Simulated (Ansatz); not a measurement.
Ge₄O₉H₂⁻. Total charge -1; doublet. Geometry PBE-D4/def2-SVP, that of the neutral singlet; atoms count from 1.

Cartesian coordinates in Å:
```
Ge -0.7948 0.5847 0.0564
Ge 1.7005 0.1940 0.3390
Ge -2.3239 -0.8613 -2.2654
Ge 0.2353 1.0510 2.9172
O -3.5655 -0.8567 -3.3398
O -1.1442 1.0454 1.7489
O 0.1093 1.4455 4.5059
O -2.1930 0.4408 -0.9814
O 1.7584 0.5582 2.0903
O -0.9504 -1.9395 -2.0739
O 3.2989 -0.2225 -0.2343
O 0.2581 -0.9419 0.1406
O 0.6981 1.5146 -0.4393
H -0.4113 -1.7276 -1.2537
H 3.3245 -0.2847 -1.2106
```

The structure comes from a short search, and lower isomers may exist.

**Question.** Estimate the Mulliken populations from the PBE0/def2-SVP orbitals of Ansatz.

**Answer.** 
```tsv
atom	charge (e)	spin (α − β)
Ge1	1.01	0.23
Ge2	1.00	0.16
Ge3	0.82	0.17
Ge4	0.80	0.24
O5	-0.53	0.04
O6	-0.60	0.00
O7	-0.53	0.07
O8	-0.58	0.01
O9	-0.62	0.01
O10	-0.47	0.02
O11	-0.41	0.02
O12	-0.68	-0.01
O13	-0.62	0.00
H14	0.22	0.01
H15	0.19	0.02
```
Mulliken values depend strongly on the basis.

**Question.** Where does the spin sit?

**Answer.** Summed by element: Ge 0.81, O 0.16, H 0.03, of 1 unpaired in all. Largest on single atoms: Ge4 0.24, Ge1 0.23, Ge3 0.17.

**Question.** And the Mayer bond orders between heavy atoms (over 0.3)?

**Answer.** Ge1–O6 0.94 (1.79 Å); Ge1–O8 0.99 (1.75 Å); Ge1–O12 0.75 (1.86 Å); Ge1–O13 0.88 (1.83 Å); Ge2–O9 0.95 (1.79 Å); Ge2–O11 1.06 (1.75 Å); Ge2–O12 0.82 (1.85 Å); Ge2–O13 0.90 (1.83 Å); Ge3–O5 1.94 (1.64 Å); Ge3–O8 0.83 (1.83 Å); Ge3–O10 1.07 (1.76 Å); Ge4–O6 0.87 (1.81 Å); Ge4–O7 1.94 (1.64 Å); Ge4–O9 0.86 (1.80 Å).
